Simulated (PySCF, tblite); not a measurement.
Isomers of C3H8NOSi (doublet state). All values are computed: GFN2-xTB (tblite) harmonic vibrations without scaling, gas phase. Against measured fundamentals such values can be off by several per cent, at times by over 20. Modes of hydrogen on silicon can be 10 to 20 % off. One conformer each. Open shells enter through the occupations alone, without spin polarisation, and single modes of such species can be off by tens of per cent.

Electronic energies: B3LYP/pcH-1 single points on the GFN2-xTB geometries (PySCF, gas phase).

| SMILES | electronic energy, lowest = 0 (kcal/mol) |
| --- | --- |
| CCC(=O)[SiH]N | 0.0 |
| [CH2]O[SiH2]/C=N/C | 22.3 |
| CCC(=O)[SiH2][NH] | 22.9 |
| [CH2]CC(=O)[SiH2]N | 14.1 |

**Question.** How do GFN2-xTB zero-point energies change the relative energies?

**Answer.** 
```
            SMILES  ZPE (kcal/mol)  of it from modes above 1550 cm⁻¹  electronic (kcal/mol)  with ZPE, lowest = 0 (kcal/mol)  lowest mode (cm⁻¹)  rings
     CCC(=O)[SiH]N            66.7                              37.1                    0.0                              0.0                  26      0
[CH2]CC(=O)[SiH2]N            62.8                              36.2                   14.1                             10.2                  33      0
[CH2]O[SiH2]/C=N/C            62.5                              34.3                   22.3                             18.1                  51      0
 CCC(=O)[SiH2][NH]            64.5                              35.6                   22.9                             20.8                  44      0
```

The zero-point energies span 4.2 kcal/mol, from `[CH2]O[SiH2]/C=N/C` to `CCC(=O)[SiH]N`. The order is unchanged.

**Question.** And how do the electronic energies of GFN2-xTB itself compare?

**Answer.** `CCC(=O)[SiH]N` 0.0; `[CH2]CC(=O)[SiH2]N` 22.7; `[CH2]O[SiH2]/C=N/C` 6.7; `CCC(=O)[SiH2][NH]` 6.9 kcal/mol, lowest = 0. Against the energies above, taken from the same isomer `CCC(=O)[SiH]N`, the largest difference is 16.0 kcal/mol.

**Question.** What do entropy and thermal enthalpy add at 298.15 K and 1 bar (rigid rotor, harmonic oscillator, one conformer each)?

**Answer.** 
```tsv
SMILES	point group	symmetry number	S (cal/(mol K))	H − H(0) (kcal/mol)	ZPE + H − H(0) − TS (kcal/mol)
CCC(=O)[SiH]N	C1	1	96.2	6.41	44.4
[CH2]CC(=O)[SiH2]N	C1	1	96.5	6.53	40.6
[CH2]O[SiH2]/C=N/C	Cs	1	94.9	6.52	40.7
CCC(=O)[SiH2][NH]	C1	1	93.8	6.23	42.8
```

S holds R ln(2S + 1) for the spin.
